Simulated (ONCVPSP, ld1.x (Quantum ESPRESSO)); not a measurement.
## Potentials for molybdenum (Mo) compared

Generated with ld1.x 7.5 (TM, RRKJ, ultrasoft, PAW), atompaw 4.2 or ONCVPSP 4.0.1. The cutoff is in Ry: for ld1.x and atompaw files where the sum of valence levels is converged to 10 mRy in a Bessel basis, for ONCV files where the hardest occupied wave has 1 mHa per electron of residual kinetic energy. The error is the largest all-electron minus pseudo excitation energy over each file’s own four to seven test configurations (ionisations up to +4, promotions, holes and added fractions of an electron), all of which were solved. The labels leave out finer settings (local radius, basis sizes, second energies), which also bear on the numbers. Spin-polarised tests are not counted. The rows are a selection from randomly drawn settings: files with unsolved tests, undetermined cutoffs or missed reference levels are left out.

A true bound ghost makes a file unfit for plane-wave use even where its test errors are small: the radial tests pick states by their node count and pass the ghost by.

```csv
potential,cutoff (Ry),largest error (meV),bound ghosts
"TM semilocal, LDA (PZ), scalar-relativistic, rc 2.40/4.20/1.60 (spd), local s, core correction yes, reference 4d5 5s0.75 5p0.25",45,-379,none
"ONCV, PBE, scalar-relativistic, rc 2.40/2.95/1.65 (spd), local smoothed, core correction yes, reference 4d5 5s0.5 5p0.5, qcut 2.1/2.8/5.7, projectors 1/3/1",36,-246,s
"ONCV, LDA (Perdew-Wang 92), non-relativistic, rc 2.00/2.05/1.95 (spd), local smoothed, core correction yes, reference 4s2 4p6 4d5 5s0.5, qcut 5.6/6.4/9.1, projectors 2/2/2",42,-6.0,none
"ONCV, PBE, scalar-relativistic, rc 1.90/2.05/2.60 (spd), local smoothed, core correction no, reference 4s2 4p6 4d5 5s0.5 5p0.5, qcut 6.6/6.8/5.8, projectors 2/3/2",28,+11,none
"ONCV, PBE, scalar-relativistic, rc 2.15/1.95/2.40/2.05 (spdf), local p, core correction yes, reference 4s2 4p6 4d5 5s1, qcut 5.7/7.4/6.4/5.8, projectors 3/0/1/2",28,+52,none
"ONCV, PBE, non-relativistic, rc 2.00/1.15/1.75/1.80 (spdf), local smoothed, core correction no, reference 4s2 4p6 4d5 5s0.5, qcut 6.9/7.7/5.5/6.4, projectors 2/2/2/2",56,+0.8,none
"ONCV, LDA (Perdew-Wang 92), scalar-relativistic, rc 1.95/1.45/1.45 (spd), local d, core correction yes, reference 4s2 4p6 4d5 5s0.5, qcut 4.9/8/12.2, projectors 2/2/0",49,-1.2,none
```

**Question.** Fill in the row for Mo: PAW, PBEsol, scalar-relativistic, rc 1.70/1.95/2.30 (spd), local smoothed, core correction yes, reference 4s2 4p6 4d5 5s1 5p0.

**Answer.** cutoff 25 Ry, largest error -24 meV, bound ghosts: none.

**Question.** Fill in the row for Mo: ONCV, LDA (Perdew-Zunger), scalar-relativistic, rc 1.30/2.05/1.95/2.20 (spdf), local smoothed, core correction no, reference 4s2 4p6 4d4, qcut 5.5/6/7.2/5.7, projectors 2/2/2/2.

**Answer.** cutoff 129 Ry, largest error +5.8 meV, bound ghosts: none.
